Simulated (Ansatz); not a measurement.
Cost and result for the atomization energy of C2H6GeTe, SMILES `C=[C]([GeH3])[TeH]` (10 atoms, 9 bonds).

| atom | x (Å) | y (Å) | z (Å) |
| --- | --- | --- | --- |
| C1 | 1.467 | 0.392 | -0.813 |
| C2 | 0.558 | 0.131 | 0.122 |
| Ge3 | -1.236 | -0.467 | -0.329 |
| Te4 | 1.085 | 0.229 | 2.159 |
| H5 | 2.476 | 0.727 | -0.586 |
| H6 | 1.230 | 0.279 | -1.868 |
| H7 | -1.454 | -1.900 | 0.180 |
| H8 | -1.397 | -0.412 | -1.859 |
| H9 | -2.263 | 0.459 | 0.344 |
| H10 | -0.464 | 0.562 | 2.650 |

Charge 0, multiplicity 1. Correlated methods include outer-core shells of Ge, Te, which these sets cover unevenly. Scalar relativity is left out up to krypton. Te: def2 effective core potential. All single points use the PBE0-D4/def2-TZVP geometry. Program: Ansatz. All runs use 4 threads of an Arm Neoverse V1 on a shared host. Times are those of one run each, without the atoms' runs, and a repeat can differ threefold. Electronic energies, without spin–orbit coupling; frozen cores. CCSD(T)/CBS adds CCSD(T) − MP2 in def2-TZVPP to the MP2 limit, and its time is that of the two runs behind it. T1 = 0.012. With those shells the extrapolation isn't a true limit. B3LYP takes the VWN-RPA correlation (the form of Gaussian; ORCA's B3LYP/G).

CCSD(T)/CBS is a level of theory with its own doubt, some kJ/mol a heavy atom from the limit and from the frozen cores, so smaller differences don't rank the functionals.

```csv
level,functions,wall time,atomization (kJ/mol),difference from CCSD(T)/CBS,per bond
PBE-D4/def2-TZVPP (with forces),244,3.1 s,3254.6,26.0,2.9
PBE0-D4/def2-TZVPP,244,4 s,3203.7,-24.9,-2.8
B3LYP-D4/def2-TZVPP (with forces),244,6 s,3200.6,-28.0,-3.1
r2SCAN-D4/def2-TZVPP (with forces),244,6.5 s,3209.5,-19.1,-2.1
B2PLYP/def2-TZVPP,244,8 s,3162.6,-66.0,-7.3
ωB97X-V/def2-TZVPP,244,11 s,3213.3,-15.3,-1.7
ωB97M-V/def2-TZVPP (with forces),244,16 s,3186.9,-41.7,-4.6
MP2/def2-QZVPP,465,29 s,3209.2,-19.4,-2.2
CCSD(T)/def2-TZVPP,244,5.1 min,3149.0,-79.6,-8.8
CCSD(T)/CBS(def2),–,5.6 min,3228.6,0.0,0.0
```

The D4 term adds +43.0 kJ/mol with B3LYP and +22.5 kJ/mol with PBE0; it sums over pairs of atoms, weighted by their polarisabilities, and B3LYP, whose exchange is more repulsive, gets the larger term. In def2-TZVPP, CCSD(T) changes the Hartree–Fock value by +867.0 kJ/mol (the triples alone add +57.0 kJ/mol) and MP2 by +880.7 kJ/mol; breaking electron pairs costs correlation energy, which Hartree–Fock lacks. From PBE to PBE0 (25 % exact exchange), in def2-TZVPP and without D4, the atomization energy moves by −47.1 kJ/mol: exact exchange takes away binding that semilocal exchange gives to molecules.

Spin–orbit coupling would lower the free Te atoms strongly, and the atomization energy with them, by more than many differences here. For some Ge, Se and Sn compounds the MP2-based and the directly extrapolated limit differ by 10 to 25 kJ/mol.
